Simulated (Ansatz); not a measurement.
Calculated with Ansatz (gas phase, PBE0-D4/def2-TZVP geometries, no zero-point term in ΔE). CCSD(T)/CBS is the MP2 limit (def2-TZVPP, def2-QZVPP) plus CCSD(T) − MP2 in def2-TZVPP, frozen cores. This one scheme is used for every species. DFT in def2-TZVPP. For Ga outer-core shells are correlated without core-valence functions, which leaves a few kJ/mol of doubt a bond. Scalar relativity is left out up to krypton. One conformer a species, not always the lowest.

Reaction (hydrogenolysis of a Ga–N bond): `[SiH3][NH][GaH][SiH3]` + H₂ → `[SiH3][GaH2]` + `N[SiH3]`

`[SiH3][NH][GaH][SiH3]`:

Cartesian coordinates in Å:
```
Si -0.768 2.365 0.571
N -0.484 0.814 -0.126
Ga 0.602 -0.535 0.491
Si 0.683 -2.548 -0.823
H -0.371 3.476 -0.341
H -2.204 2.576 0.910
H 0.040 2.448 1.814
H -0.975 0.614 -0.986
H 1.360 -0.217 1.823
H -0.188 -2.449 -2.028
H 2.073 -2.824 -1.283
H 0.232 -3.721 -0.023
```

H₂:

Z-matrix (Å, degrees):
```
H
H 1 0.746
```

`[SiH3][GaH2]`:

```xyz
7

Si   -0.207    0.078    1.011
Ga    0.242   -0.117   -1.353
H    -0.023   -1.224    1.712
H    -1.582    0.570    1.303
H     0.756    1.047    1.610
H     1.463   -0.969   -1.860
H    -0.648    0.615   -2.423
```

`N[SiH3]`:

Cartesian coordinates in Å:
```
N 0.572 -0.884 0.172
Si -0.272 0.573 -0.178
H 0.201 -1.764 -0.149
H 1.026 -0.994 1.064
H -0.594 0.577 -1.629
H -1.554 0.780 0.561
H 0.622 1.711 0.159
```

CCSD(T)/CBS gives +58.0 kJ/mol.

Question: Another level gave +51.1 kJ/mol. Which?
A. CCSD(T)/def2-TZVPP
B. MP2/def2-TZVPP
C. PBE/def2-TZVPP
D. PBE-D4/def2-TZVPP

Answer: D. PBE-D4 51.1, MP2/def2-TZVPP 63.5, PBE 43.2, CCSD(T)/def2-TZVPP 55.4 kJ/mol.

Largest T1 diagnostic among the species: 0.014.

The D4 term adds +12.7 kJ/mol with B3LYP and +7.1 kJ/mol with PBE0; it sums over pairs of atoms, weighted by their polarisabilities, and B3LYP, whose exchange is more repulsive, gets the larger term. In def2-TZVPP, CCSD(T) changes the Hartree–Fock value by +31.4 kJ/mol (the triples alone add +6.7 kJ/mol) and MP2 by +39.5 kJ/mol.

B3LYP here is the variant with VWN-RPA as its local correlation; programs differ in this.
